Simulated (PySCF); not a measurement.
**M06-L on He+ (helium, charge +1)**

Configuration: 1s1, 2S determinant. Computed with PySCF 2.14 in pcseg-2 (3s2p1d, 14 functions), with the non-relativistic Hamiltonian (point nucleus).

```
Total energy                                     : -2.0053 hartree
One-electron energy                              : -1.9983 hartree
Hartree (Coulomb) energy                         : 0.6217 hartree
Exchange-correlation energy                      : -0.6287 hartree
Kinetic energy                                   : 2.00524 hartree
⟨S²⟩                                             : 0.7500
⟨L²⟩                                             : 0.000
Sum of ⟨r⟩                                       : 0.7536 bohr
Sum of ⟨r²⟩                                      : 0.7555 bohr²
Density at the nucleus (Gaussians lack the cusp) : 2.48 bohr⁻³
Spin density at the nucleus                      : 2.48 bohr⁻³
Langevin diamagnetic susceptibility              : -0.598 ×10⁻⁶ cm³/mol
Time after the integrals                         : 0.03 s of wall time on 1 thread of Neoverse-V2 (shared host)
```

| shell | electrons | mean orbital energy (hartree) | rms radius, mean of both spins (bohr) |
| --- | --- | --- | --- |
| 1s α | 1 | -1.58734 | 0.869 |

For one electron the Hartree and exchange-correlation energies should cancel; what remains is the self-interaction error.
